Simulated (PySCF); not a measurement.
Computed IR spectrum (relative IR intensity) of a molecule C2H7BFNO. The structure is a stationary point at PBE-D3(BJ)/def2-SVP. The values are those of a single conformer. The numbers are results of PBE-D3(BJ)/def2-SVP in PySCF 2.14.0, not measurements. No scaling factor is applied to the harmonic values.

Lines under 2 % of the strongest are left out, and lines within 2 cm⁻¹ are merged.

ν (cm⁻¹): 453 (vw), 524 (m), 627 (w), 1060 (w), 1076 (w), 1180 (vw), 1290 (m), 1367 (s), 1407 (m), 1422 (w), 1429 (vw), 1446 (m), 1544 (vs), 2911 (w), 2937 (m), 2978 (w), 2995 (w), 3050 (w), 3548 (vw) (against the strongest line: vs over 80 %, s over 45 %, m over 15 %, w over 4 %, vw less)

Task: Identify the compound among the candidates.
A) CNB(O)CF
B) CN(C)B(O)F
C) CCOB(N)F
D) CNB(F)OC

Result: D, CNB(F)OC
